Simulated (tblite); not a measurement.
Input of a run (GFN2-xTB geometry optimisation, gas phase (tblite 0.8.0)), started from a force field or distance geometry:
```
{"job": {"kind": "relax", "xc": "GFN2-xTB", "basis": "xTB"}, "charge": 0, "multiplicity": 1}
C     -2.975200     0.728800     0.544500
C     -1.861300    -0.272500     0.351500
C     -2.343000    -1.511600    -0.386100
O     -0.827300     0.379600    -0.412000
C      0.425500    -0.122200    -0.243400
O      0.748600    -1.052800     0.464800
O      1.264600     0.609800    -1.038300
C      2.663500     0.224500    -0.991500
Si     3.724000     0.937200     0.365800
H     -3.813600     0.304000     1.127500
H     -2.619100     1.620000     1.065700
H     -3.373800     1.068700    -0.420300
H     -1.485100    -0.558500     1.362100
H     -1.541500    -2.237500    -0.523000
H     -2.702200    -1.232100    -1.391800
H     -3.174700    -1.994300     0.159400
H      3.079100     0.547000    -1.951000
H      2.732500    -0.880100    -0.997300
H      3.201000     0.583200     1.715800
H      3.757300     2.425300     0.272300
H      5.112000     0.450400     0.248100
```

Output (eV, eV/Å):
```
step      E/eV     max force
  0    -837.57900    1.805
  1    -837.72316    0.682
  2    -837.73969    0.889
  3    -837.74978    0.334
  4    -837.75714    0.305
  5    -837.76797    0.231
  6    -837.77314    0.241
  7    -837.77984    0.216
  8    -837.78304    0.118
  9    -837.78561    0.117
 10    -837.78795    0.120
 11    -837.79028    0.132
 12    -837.79197    0.087
 13    -837.79319    0.067
 14    -837.79423    0.078
 15    -837.79527    0.090
 16    -837.79628    0.071
 17    -837.79723    0.076
 18    -837.79807    0.074
 19    -837.79879    0.084
 20    -837.79943    0.072
 21    -837.80010    0.059
 22    -837.80084    0.059
 23    -837.80161    0.072
 24    -837.80230    0.057
 25    -837.80290    0.056
 26    -837.80351    0.055
 27    -837.80420    0.062
 28    -837.80492    0.068
 29    -837.80560    0.072
 30    -837.80623    0.057
 31    -837.80687    0.055
 32    -837.80757    0.075
 33    -837.80829    0.086
 34    -837.80896    0.075
 35    -837.80952    0.043
 36    -837.81000    0.058
 37    -837.81042    0.057
 38    -837.81078    0.051
 39    -837.81110    0.041
 40    -837.81135    0.035
 41    -837.81153    0.032
 42    -837.81167    0.038
 43    -837.81180    0.029
 44    -837.81195    0.035
 45    -837.81213    0.043
 46    -837.81232    0.040
 47    -837.81248    0.027
 48    -837.81261    0.026
 49    -837.81274    0.024
 50    -837.81289    0.038
 51    -837.81303    0.035
 52    -837.81314    0.024
 53    -837.81320    0.020
 54    -837.81327    0.021
 55    -837.81335    0.033
 56    -837.81346    0.034
 57    -837.81358    0.027
 58    -837.81368    0.030
 59    -837.81379    0.030
 60    -837.81396    0.044
 61    -837.81418    0.045
 62    -837.81443    0.036
 63    -837.81465    0.033
 64    -837.81485    0.034
 65    -837.81507    0.041
 66    -837.81534    0.039
 67    -837.81558    0.036
 68    -837.81576    0.025
 69    -837.81589    0.028
 70    -837.81601    0.029
 71    -837.81613    0.023
 72    -837.81624    0.020
 73    -837.81633    0.020
 74    -837.81643    0.023
 75    -837.81657    0.028
 76    -837.81673    0.036
 77    -837.81689    0.032
 78    -837.81703    0.028
 79    -837.81718    0.028
 80    -837.81734    0.027
 81    -837.81750    0.034
 82    -837.81765    0.027
 83    -837.81776    0.025
 84    -837.81786    0.020
 85    -837.81796    0.031
 86    -837.81805    0.028
 87    -837.81813    0.023
 88    -837.81817    0.015
 89    -837.81820    0.013
 90    -837.81823    0.016
 91    -837.81827    0.014
 92    -837.81832    0.012
 93    -837.81835    0.010
 94    -837.81837    0.011
 95    -837.81839    0.013
 96    -837.81842    0.016
 97    -837.81846    0.018
 98    -837.81850    0.016
 99    -837.81855    0.012
100    -837.81858    0.012
101    -837.81861    0.011
102    -837.81863    0.011
103    -837.81865    0.010
```

Task: Summarise the run.

Result: The energy falls by 0.240 eV over 103 L-BFGS steps, the largest force on an atom goes from 1.81 to 0.010 eV/Å, and the atoms move by 0.200 Å rms after alignment. The bond that changes most is C8–Si9 (sp3 carbon bound to oxygen to SiH3 silicon), which lengthens by 0.051 Å. Bonds longer at the end by more than 0.005 Å: 2 of 20; shorter: 14. Among the angles that change most is O7–C8–Si9, from 118.0° to 110.9°. Among the dihedrals that turn most is C5–O7–C8–Si9, from -85° to -74°. The energy never rose by more than 1e-5 eV on the way. The first step brought 60 % of the lowering.

Task: What are the final bond lengths?

Result: C1–C2 1.521 Å, C2–C3 1.525 Å, C2–O4 1.439 Å, O4–C5 1.328 Å, C5=O6 1.202 Å, C5–O7 1.326 Å, O7–C8 1.435 Å, C8–Si9 1.915 Å, C1–H10 1.086 Å, C1–H11 1.087 Å, C1–H12 1.086 Å, C2–H13 1.098 Å, C3–H14 1.087 Å, C3–H15 1.088 Å, C3–H16 1.086 Å, C8–H17 1.090 Å, C8–H18 1.093 Å, Si9–H19 1.456 Å, Si9–H20 1.465 Å, Si9–H21 1.464 Å. Numbering counts from 1 in the input's order; the species is `O=C(OC[SiH3])OC(C)C`.

The run took 0.72 s of wall time on one thread of an Intel Xeon 6975P-C, shared host.

Its lowest GFN2-xTB frequency is 10i cm⁻¹, too small to tell a flat minimum from a shallow saddle. The numbers are those of one conformer. 3 starts were optimised and ended at 0.00, 0.06 and 1.03 kcal/mol (GFN2-xTB); the lowest of these is shown.

These are computed values.
